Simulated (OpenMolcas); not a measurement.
**Levels of I²⁺ by method**

```
Program             : OpenMolcas
Basis               : ANO-RCC-VDZ [6s5p2d]
Scalar Hamiltonian  : DKH2, point nucleus
Active space        : 3 electrons in 3 orbitals (5p)
State averaging     : 2S+1 = 4 odd, 1 root; 2S+1 = 2 odd, 8 roots
Spin-orbit coupling : RASSI with atomic mean-field integrals over the reference wave functions, term energies averaged over their components
```

Methods on the same reference wave functions:
A. CASSCF
B. SS-CASPT2, IPEA 0.25 Eh, imaginary shift 0.1 Eh (closed shells correlated: 4d 5s)

Energies in cm⁻¹ above 5s² 5p³ ⁴S°_3/2.

```csv
Level,A,B
5s² 5p³ ⁴S°_3/2,0.0,0.0
5s² 5p³ ²D°_3/2,15711,15030
5s² 5p³ ²D°_5/2,18659,18450
5s² 5p³ ²P°_1/2,30012,26770
5s² 5p³ ²P°_3/2,34474,31910
```

From A to B the spin-free energies of the other terms of 5s² 5p³ shown, above ⁴S°, scale by factors of 0.88 to 0.98.

The lowest spin-free term lies below A's lowest term by 0.007 hartree in B.

CASPT2 breaks the degeneracy within a term, and the mean is taken; among the terms shown or strongly mixed into the levels shown the widest spread is 91 cm-1 (5s² 5p³ ²P°, B). With the s shell closed, the reference lacks s² → p² mixing. Only configurations of the active space appear.

° marks odd parity.
